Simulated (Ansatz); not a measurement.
Basis-set extrapolation for ClF2H4NSi2, SMILES `F[SiH](F)N[SiH2]Cl` (PBE0-D4/def2-TZVP geometry, frozen core, Ansatz 0.2.0). Multiplicity 1, RHF reference.

```tsv
	def2-TZVPP	def2-QZVPP
HF	-1293.446112	-1293.490534
MP2 correlation	-1.129860	-1.233027
CCSD(T) correlation	-1.212137	not run
```

Energies in hartree. Use E(X) = E(∞) + A·exp(−7.88·√X) for Hartree–Fock and E(X) = E(∞) + B·X^(−2.97) for correlation, with X = 3 and 4, and add CCSD(T) minus MP2 of the smaller set to the MP2 limit.

Q: What is the CCSD(T) energy at the basis-set limit?

A: HF limit: -1293.490534 + (-0.044422) × 0.13774 = -1293.49665. MP2 limit: -1.233027 + (-0.103167) × 0.74074 = -1.30945. Higher-order term: -1.212137 − (-1.129860) = -0.08228. Total: -1294.88838 hartree, 604.2 kJ/mol below CCSD(T)/def2-TZVPP.
